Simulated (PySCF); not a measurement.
Compound: C₈H₇FO₂.
Bonds: O1–C2 (double), C2–O3, C2–C4, C4–C5, C5–C6 (aromatic), C6–C7 (aromatic), C7–C8 (aromatic), C8–C9 (aromatic), C9–F10, C9–C11 (aromatic), C5–C11 (aromatic). Hydrogens: H12 on O3; H13, H14 on C4; H15 on C6; H16 on C7; H17 on C8; H18 on C11.

The same species was optimised twice, with GFN2-xTB and with PBE0-D3(BJ)/def2-SVP (PySCF), and the same property calculations (PySCF, gas phase) were run on both structures.

```csv
coordinate,GFN2-xTB,PBE0-D3(BJ)/def2-SVP,change
C9–F10 (Å),1.349,1.331,-0.018
C6–C7 (Å),1.385,1.395,+0.010
C5–C11 (Å),1.389,1.399,+0.010
C5–C6 (Å),1.388,1.397,+0.009
C7–C8 (Å),1.383,1.392,+0.009
C8–C9 (Å),1.384,1.391,+0.007
C9–C11 (Å),1.381,1.387,+0.006
C2–C4 (Å),1.513,1.509,-0.004
O1=C2 (Å),1.199,1.203,+0.004
C4–C5 (Å),1.508,1.512,+0.004
C2–O3 (Å),1.337,1.337,0.000
C2–C4–C5 (°),107.6,111.0,+3.4
O3–C2–C4 (°),111.5,112.4,+0.9
O1–C2–C4 (°),125.5,124.7,-0.8
C4–C5–C11 (°),119.5,119.8,+0.3
C5–C11–C9 (°),119.0,119.2,+0.2
C5–C6–C7 (°),120.5,120.4,-0.1
C6–C5–C11 (°),119.5,119.4,-0.1
O1–C2–O3 (°),123.0,122.9,-0.1
O1–C2–C4–C5 (°),-83,-80,+3
C2–C4–C5–C6 (°),-111,-124,-13
```

Rotational constants: A = 2003, B = 715.8, C = 579.5 MHz (GFN2-xTB) against A = 1991, B = 702.8, C = 563.7 MHz (PBE0-D3(BJ)/def2-SVP). Point groups within 0.08 Å: C1 and C1.

On the GFN2-xTB structure: HOMO (eV) -7.31 [PBE0/pcSseg-1]; LUMO (eV) -0.78 [PBE0/pcSseg-1]; dipole (D) 2.98 [PBE0/pcSseg-1]; GIAO shielding of O1 (ppm) -95.9 [PBE0/pcSseg-1]; GIAO shielding of C2 (ppm) 10.6 [PBE0/pcSseg-1]; GIAO shielding of O3 (ppm) 123.5 [PBE0/pcSseg-1]; GIAO shielding of C4 (ppm) 142.3 [PBE0/pcSseg-1]; GIAO shielding of C5 (ppm) 43.9 [PBE0/pcSseg-1]; GIAO shielding of C6 (ppm) 56.9 [PBE0/pcSseg-1]; GIAO shielding of C7 (ppm) 51.3 [PBE0/pcSseg-1]; GIAO shielding of C8 (ppm) 66.4 [PBE0/pcSseg-1].

Question: What do these properties become on the PBE0-D3(BJ)/def2-SVP structure?

Answer: 
| property | level | on GFN2-xTB | on PBE0-D3(BJ)/def2-SVP | change |
| --- | --- | --- | --- | --- |
| HOMO (eV) | PBE0/pcSseg-1 | -7.31 | -7.27 | +0.04 |
| LUMO (eV) | PBE0/pcSseg-1 | -0.78 | -0.77 | +0.01 |
| dipole (D) | PBE0/pcSseg-1 | 2.98 | 2.78 | -0.20 |
| energy, GFN2-xTB geometry as zero (kcal/mol) | PBE0/pcSseg-1 | 0.0 | -0.6 | -0.6 |
| GIAO shielding of O1 (ppm) | PBE0/pcSseg-1 | -95.9 | -101.6 | -5.7 |
| GIAO shielding of C2 (ppm) | PBE0/pcSseg-1 | 10.6 | 8.7 | -1.9 |
| GIAO shielding of O3 (ppm) | PBE0/pcSseg-1 | 123.5 | 115.9 | -7.6 |
| GIAO shielding of C4 (ppm) | PBE0/pcSseg-1 | 142.3 | 142.9 | +0.6 |
| GIAO shielding of C5 (ppm) | PBE0/pcSseg-1 | 43.9 | 42.5 | -1.4 |
| GIAO shielding of C6 (ppm) | PBE0/pcSseg-1 | 56.9 | 54.9 | -2.0 |
| GIAO shielding of C7 (ppm) | PBE0/pcSseg-1 | 51.3 | 49.0 | -2.3 |
| GIAO shielding of C8 (ppm) | PBE0/pcSseg-1 | 66.4 | 64.4 | -2.0 |

The heavy atoms differ by 0.121 Å rms after alignment. Among bonds between heavy atoms C9–F10 changes most (-0.018 Å). Changes are differences of the printed values. Neither structure is proved a minimum here.

Shape of the structure used: `[O:1]=[C:2]([OH:3])[CH2:4][c:5]1[cH:6][cH:7][cH:8][c:9]([F:10])[cH:11]1`: O1–C2–C4–C5 -80°, C2–C4–C5–C6 -124°, H–O3–C2–O1 1°.
